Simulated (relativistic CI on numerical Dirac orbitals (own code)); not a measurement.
Ag⁴⁺ (4d7) in a crystal field

Calculated by Dirac-Coulomb-Breit CI, orbitals from a KLI potential per configuration, a model potential for QED, valence Slater integrals scaled by 0.8, one configuration in a parametric crystal field (own radial code).

Field parameters in Wybourne normalisation: D3d B²₀ = −7Dσ, B⁴₀ = −14Dq − 21Dτ, B⁴₃ = −14√(10/7) Dq; D4h B²₀ = −7Ds, B⁴₀ = 21(Dq − Dt), B⁴₄ = 21√(5/14) Dq; Oh B⁴₀ = 21Dq, B⁴₄ = √(5/14) B⁴₀. The field is a parameter set, without covalency.

S and J are read from ⟨S²⟩ = S(S + 1) and ⟨J²⟩ = J(J + 1) of each level; they are not fictitious spins.

Oh, 10Dq = 16650 cm⁻¹, the lowest 10 levels:

```tsv
E (cm⁻¹)	Degeneracy	Irrep	S	J
0.0	4	Γ8	1.11	3.84
17.8	2	Γ6	1.49	4.28
1611	4	Γ8	1.40	3.77
3915	2	Γ7	1.50	2.93
5708	4	Γ8	1.15	3.70
14398	4	Γ8	0.97	3.88
16461	2	Γ6	1.25	3.96
16680	4	Γ8	1.11	3.81
16820	2	Γ7	1.07	3.38
18034	4	Γ8	1.14	3.98
```

Oh, 10Dq = 15450 cm⁻¹, the lowest 16 levels:

| E (cm⁻¹) | Degeneracy | Irrep | S | J |
| --- | --- | --- | --- | --- |
| 0.0 | 2 | Γ6 | 1.49 | 4.29 |
| 437 | 4 | Γ8 | 1.25 | 3.88 |
| 1760 | 4 | Γ8 | 1.37 | 3.69 |
| 3931 | 2 | Γ7 | 1.50 | 2.94 |
| 6247 | 4 | Γ8 | 1.04 | 3.81 |
| 13911 | 4 | Γ8 | 1.07 | 3.79 |
| 15611 | 2 | Γ6 | 1.36 | 3.79 |
| 15951 | 4 | Γ8 | 1.34 | 3.49 |
| 16199 | 2 | Γ7 | 1.21 | 3.28 |
| 17573 | 4 | Γ8 | 0.88 | 4.31 |
| 18968 | 2 | Γ6 | 0.73 | 4.67 |
| 19692 | 4 | Γ8 | 0.93 | 3.35 |
| 20023 | 2 | Γ7 | 0.96 | 3.57 |
| 21698 | 4 | Γ8 | 0.77 | 3.17 |
| 23261 | 2 | Γ6 | 0.61 | 2.54 |
| 26828 | 2 | Γ7 | 1.40 | 2.65 |

Principal g values of the ground doublet: 4.55, 4.55, 4.55.

Oh, 10Dq = 20450 cm⁻¹, the lowest 16 levels:

```
E (cm⁻¹)  Degeneracy  Irrep     S     J
     0.0           4     Γ8  0.77  3.89
    2514           2     Γ6  1.49  4.24
    3876           4     Γ8  1.47  3.84
    6313           2     Γ7  1.50  2.91
    7154           4     Γ8  1.36  3.41
   17717           4     Γ8  0.71  4.13
   19859           4     Γ8  0.65  4.13
   20166           2     Γ6  0.69  4.62
   20229           2     Γ7  0.70  3.61
   23416           4     Γ8  1.37  3.42
   23830           2     Γ6  1.38  3.85
   24123           4     Γ8  0.94  3.06
   25512           2     Γ7  1.39  3.28
   25870           4     Γ8  1.19  3.54
   26172           2     Γ6  0.57  2.63
   33261           2     Γ7  1.24  2.95
```

D3d, 10Dq = 23700, Dσ = 810, Dτ = -170 cm⁻¹, the lowest 16 levels:

| E (cm⁻¹) | Degeneracy | Irrep | S | J |
| --- | --- | --- | --- | --- |
| 0.0 | 2 | Γ5+Γ6 | 0.65 | 3.90 |
| 233 | 2 | Γ4 | 0.66 | 3.95 |
| 4929 | 2 | Γ4 | 1.49 | 4.22 |
| 6175 | 2 | Γ5+Γ6 | 1.48 | 3.86 |
| 6283 | 2 | Γ4 | 1.48 | 3.78 |
| 8604 | 2 | Γ4 | 1.49 | 2.96 |
| 9212 | 2 | Γ4 | 1.43 | 3.24 |
| 9238 | 2 | Γ5+Γ6 | 1.43 | 3.26 |
| 20276 | 2 | Γ5+Γ6 | 0.61 | 4.26 |
| 20395 | 2 | Γ4 | 0.63 | 4.22 |
| 22260 | 2 | Γ4 | 0.59 | 4.23 |
| 22369 | 2 | Γ5+Γ6 | 0.59 | 4.08 |
| 22730 | 2 | Γ4 | 0.58 | 4.16 |
| 22845 | 2 | Γ4 | 0.60 | 4.15 |
| 26628 | 2 | Γ4 | 0.65 | 2.92 |
| 26858 | 2 | Γ5+Γ6 | 0.71 | 2.97 |

Principal g values of the ground doublet: 0.00, 0.00, 2.18.

D4h, 10Dq = 14750, Ds = 1270, Dt = 330 cm⁻¹, the lowest 16 levels:

```csv
E (cm⁻¹),Degeneracy,Irrep,S,J
0.0,2,Γ6,1.39,4.10
1104,2,Γ7,1.48,4.00
1314,2,Γ6,1.27,4.05
2847,2,Γ6,1.42,3.84
3270,2,Γ7,1.41,3.57
4749,2,Γ7,1.49,3.05
6487,2,Γ6,1.08,3.78
10917,2,Γ7,0.71,4.06
11708,2,Γ6,1.31,3.56
12074,2,Γ7,1.09,3.52
13447,2,Γ7,1.40,3.25
13803,2,Γ6,1.37,3.63
14547,2,Γ6,1.39,3.26
14946,2,Γ7,1.40,3.14
16730,2,Γ6,0.68,4.43
16968,2,Γ7,1.13,3.87
```

Principal g values of the ground doublet: 1.72, 5.41, 5.41.

The free-ion ground term has S = 3/2. The field overcomes the spin-pairing energy for Oh, 10Dq = 20450 cm⁻¹; D3d, 10Dq = 23700, Dσ = 810, Dτ = -170 cm⁻¹, where the ground state has lower spin; these fields are assumed values.

Levels of this model without a field, named by their leading LS term (the scale mimics covalency, so terms lie below those of the real free ion): 4F_9/2 0, 4F_7/2 3575, 4F_5/2 5627, 4F_3/2 6869, 4P_3/2 14625, 4P_5/2 15286, 2G_9/2 15790, 4P_1/2 17418 cm⁻¹.
